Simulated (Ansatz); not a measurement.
Consider the cleavage of the Si–B bond: `[SiH3]B1CO1` + `O[Si]S` → `[SiH3]O[Si]S` + `B1CO1`.

Isolated molecules relaxed with PBE0-D4/def2-TZVP in Ansatz; ΔE leaves out vibrations. CCSD(T)/CBS adds triple-zeta CCSD(T) − MP2 to the extrapolated MP2 energy (def2 sets, frozen cores). This one scheme is used for every species. Functionals use def2-TZVPP. One conformer a species, not always the lowest.

```tsv
level	ΔE (eV)
r2SCANh-D4	-1.06
BHLYP-D4	-1.23
BHLYP	-1.20
CCSD/def2-SVP	-1.08
HF/def2-TZVPP	-1.33
MP2/def2-QZVPP	-1.19
SCS-MP2/def2-QZVPP	-1.22
CCSD/CBS(def2)	-1.13
```

Problem. What does CCSD(T)/CBS give? (An estimate is asked.)

Solution. The calculation gave: -1.10 eV. The listed levels differ from it by 0.04, -0.13, -0.10, 0.02, -0.23, -0.09, -0.12, -0.03 eV.

Problem. What do rigid-rotor, harmonic-oscillator terms from PBE0-D4/def2-TZVP frequencies (298.15 K, 1 bar) make of the CCSD(T)/CBS value? (Estimate.)

Solution. The calculation gave: ΔZPE = -0.01 eV, ΔH = -1.12 eV, ΔS = -1 J/(mol·K), ΔG = -1.11 eV.

Largest T1 diagnostic among the species: 0.016.

At CCSD(T), def2-SVP lies +0.05 eV from the extrapolated value and def2-TZVPP +0.01 eV. In def2-TZVPP, CCSD(T) changes the Hartree–Fock value by +0.24 eV (the triples alone add +0.03 eV) and MP2 by +0.16 eV.
